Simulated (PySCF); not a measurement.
# SnH⁻: frontier orbitals

ωB97X at R = 1.822 Å; Sn def2-SVPD with ECP28, H def2-SVPD; scalar-relativistic core potentials (PySCF 2.14). State: ³Σ⁻ (triplet), unpaired electrons π ↑↑. Only the outer orbitals are listed, counted within each symmetry, core potentials removing the inner ones.

```csv
spin,orbital,occ.,ε (eV),on Sn (%),main shells (%)
α,4σ,1,-9.45,86,"84 Sn s, 15 H s"
α,5σ,1,-3.62,65,"48 Sn p, 34 H s, 12 Sn s"
α,3π,1,-0.90,100,100 Sn p
α,3π,1,-0.90,100,100 Sn p
α,6σ,0,5.93,101,98 Sn s
α,7σ,0,7.42,91,"73 Sn d, 17 Sn p"
α,2δ,0,8.33,100,100 Sn d
β,4σ,1,-8.17,82,"77 Sn s, 19 H s"
β,5σ,1,-3.12,71,"48 Sn p, 27 H s, 20 Sn s"
β,3π,0,4.70,103,102 Sn p
β,3π,0,4.70,103,102 Sn p
β,6σ,0,5.75,101,100 Sn s
```

**Question.** Which are the highest filled and the lowest empty level, where do they sit, and how wide is the gap?

**Answer.** Highest filled α 3π at -0.90 eV (in %: 100 Sn p); lowest empty β 3π at 4.70 eV (in %: 102 Sn p); the gap at ωB97X is 5.60 eV. Both belong to one degenerate shell, split only by its one-sided filling, so this is no excitation gap. An empty level above zero is unbound, and its energy depends on the basis.

The bond order (Mayer) is 1.02, the ⟨S²⟩ is 2.003 and the charge on Sn (Mulliken, basis-dependent) is -1.02. The charge on Sn (Löwdin, basis-dependent) is -0.61. The dipole moment (positive dipole points towards H; it is taken about the centre of mass and depends on that origin) is -1.05 D.

Shares are Mulliken populations and can fall outside 0 to 100 %.

Spin–orbit coupling is left out. The state was picked by a PBE0 search and need not be the measured ground state.
